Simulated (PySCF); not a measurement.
**Checking a proposed structure**

A compound C5H5NO gives the data below (simulated from a calculation) and was assigned the structure `CO[C@H]1C=C1C#N`.

13C{1H} NMR (computed): δ 140.1 (CH), 131.8 (CH), 120.7 (C), 80.8 (CH2), 76.9 (CH).

1H NMR (500 MHz, computed): δ 6.28 (m, 1H), 5.89 (m, 1H), 5.54 (m, 1H), 5.16 (m, 1H), 5.10 (m, 1H).

Theoretical values (PySCF): PBE0/pcSseg-1 with gauge-including orbitals, coordinates at the GFN2-xTB level. Non-relativistic, single conformer, isolated molecule.

Shifts are taken against calculated references (same method and geometry level): 1H (σ = 31.72 ppm), 13C (σ = 186.93 ppm) vs TMS.

(1) Compare with the shifts computed for the proposed structure, pairing carbons in order of shift.

(2) Which isomer fits?

Results:

(1) Structure with atom numbers: `[CH3:1][O:2][C@H:3]1[CH:4]=[C:5]1[C:6]#[N:7]` (H(Xn): hydrogen on atom n).

```
atom  computed for proposal  given list  difference
  C4                  140.1       140.1        +0.0
  C5                  122.1       131.8        -9.7
  C6                  115.5       120.7        -5.2
  C3                   60.2        80.8       -20.6
  C1                   58.6        76.9       -18.3
```

The rms difference is 13.2 ppm and the largest -20.6 ppm at C3 (three-membered-ring carbon). The carbon types in order of shift don't match either: CH, C, C, CH, CH3 for the proposal against CH, CH, C, CH2, CH in the data. The proposal doesn't fit.

(2) `InChI=1S/C5H5NO/c6-4-5-2-1-3-7-5/h1-2,5H,3H2/t5-/m1/s1`.

1. Carbon types of the structure: 1 × C, 3 × CH, 1 × CH2, which accounts for all hydrogens.
2. δC 140.1, 131.8: alkene CH; an sp2 carbon of a C=C bond.
3. δC 120.7: nitrile carbon; C≡N carbons fall here, among the sp2 signals but without a proton.
4. δC 80.8: allylic sp3 CH2 bonded to O; deshielded by the electronegative neighbour.
5. δC 76.9: allylic sp3 CH bonded to O; deshielded by the electronegative neighbour.

This is the structure that produced the data.

Shifts are as computed. Against solution values, carbons near 30 ppm lie about +3 ppm off and those near 130 ppm about +5 ppm. Of 1211 compounds with measured shifts, 218 miss one by over three times the rms of a fit or turn the order of signals round; such compounds aren't used in these exercises. No couplings were computed; multiplicities are counted from neighbouring protons, with m where these are inequivalent, close in shift, in a saturated or five-membered ring or joined by F or P, and br s for small geminal =CH2 splittings.
